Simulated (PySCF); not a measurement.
TeCl, SMILES Cl[Te], multiplicity 2.

Coordinates come from a PBE-D3(BJ)/def2-TZVP optimisation. The spin state was assumed, not searched. The def2 effective core potentials stand for the cores of Te; spin–orbit coupling is left out.

Computed with PBE-D3(BJ)/def2-TZVP (PySCF 2.14.0).

Frequencies are harmonic and unscaled.

Q: List the normal modes with their intensities. (An estimate is asked for; the answer gives what the named calculation found.)

A: 
```csv
mode,ν (cm⁻¹),IR (km/mol),moving atoms (share of kinetic energy)
1,374,20.8,"Cl 78 %, Te 22 %"
```
